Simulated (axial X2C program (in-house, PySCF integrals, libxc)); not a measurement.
# Potential curves of MnS⁻, two-component

Computed with an in-house all-electron X2C program for linear molecules (integrals from PySCF). Two-component (2c) means X2C with spin–orbit coupling and atomic mean-field two-electron Coulomb and Gaunt terms. Basis: Mn dyall-acv3z [10s11p7d4f2g], S dyall-av3z [9s8p3d2f] (cores contracted in-house); Gaussian nuclei, density fitting, unrestricted open shells. Masses: Mn 54.938 u, S 31.972 u.

State: Ω = 3 (⟨Sz⟩ = 3.00, ⟨Lz⟩ = 0.00 at HF). Energies in eV from the fragments at the same level (Mn + S-). Fits are polynomials in 1 − R0/R over 0.85 to 1.23 times the lowest point R0.

```
 R (Å)      MP2       HF     PBE0
1.9774  -2.2653  -1.0077  -2.5921
2.0426  -2.5331  -1.3648  -2.7972
2.1078  -2.6924  -1.5953  -2.9022
2.1730  -2.7655  -1.7247  -2.9288
2.2491  -2.7666  -1.7754  -2.8840
2.3251  -2.6994  -1.7434  -2.7788
2.4229  -2.5425  -1.6139  -2.5822
```

Correlated methods: 14 electrons correlated (number of frozen shells: Mn 3 s, 2 p; S 2 s, 1 p), 292 virtual spin orbitals or spinors in MP2.

Occupations by symmetry block were frozen at the best pattern of an incomplete PBE0 search. Dissociation energies refer to the lowest single-determinant-based atoms at the same level and basis. Density functionals use the spin component along the axis (collinear). In 2c an atomic determinant is not the ground J level, so De misses part of the atomic spin–orbit lowering. This holds for PBE0. Other states lie close and PBE0, whose exact exchange favours high spin, may order them wrongly; the determinant shown need not be the ground state. The nearest other 2c determinant of the search, Ω = 2, lies 0.28 eV up at the distance of the search. The functionals have no current-density term, which raises determinants with orbital currents, atoms included. With several unpaired electrons one determinant need not be a pure state. Open-shell Ω = 0 determinants with evenly filled partner blocks cannot be reached by this program, so the Ω shown need not be the lowest component. The highest occupied level of some functionals is positive through self-interaction error; at Hartree–Fock it is bound. Hartree–Fock gets electron affinities wrong, so its lowest charge split need not be the true one. MP2 and coupled cluster on one determinant become unreliable at the stretched end.

Q: Fit the MP2 curve near its minimum: give the equilibrium distance, the harmonic wavenumber and the well depth.

A: At MP2, 2c: Re = 2.211 Å, ωe ≈ 429 cm⁻¹, De = 2.78 eV to Mn + S-; Be follows as 0.171 cm⁻¹.

Q: What are Re, ωe and De at the HF level?

A: At HF, 2c: Re = 2.254 Å, ωe ≈ 433 cm⁻¹, De = 1.78 eV to Mn + S-; Be follows as 0.164 cm⁻¹.

Q: What are Re, ωe and De at the PBE0 level?

A: At PBE0, 2c: Re = 2.166 Å, ωe ≈ 444 cm⁻¹, De = 2.93 eV to Mn + S-; Be follows as 0.178 cm⁻¹.
